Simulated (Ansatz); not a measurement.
Reaction (cleavage of the B–Si bond): `N[SiH]([SiH3])BF` + `OBO` → `OBOBF` + `N[SiH2][SiH3]`

Calculated with Ansatz (gas phase, PBE0-D4/def2-TZVP geometries, no zero-point term in ΔE). CCSD(T)/CBS adds triple-zeta CCSD(T) − MP2 to the extrapolated MP2 energy (def2 sets, frozen cores). This one scheme is used for every species. Each species was taken in one conformer, which may not be the lowest.

```tsv
species	CCSD(T)/CBS(def2) energy (Eh)
`N[SiH]([SiH3])BF`	-761.71117
`OBO`	-177.05255
`OBOBF`	-301.73815
`N[SiH2][SiH3]`	-637.08297
```

Task: Work out ΔE.

Result: ΔE = (-301.73815) + (-637.08297) − (-761.71117) − (-177.05255) = -0.05740 Eh = -1.56 eV.

Largest T1 diagnostic among the species: 0.014.

From PBE to PBE0 (25 % exact exchange), in def2-TZVPP and without D4, ΔE moves by −0.08 eV. In def2-TZVPP, CCSD(T) changes the Hartree–Fock value by +0.25 eV (the triples alone add +0.03 eV) and MP2 by +0.21 eV.
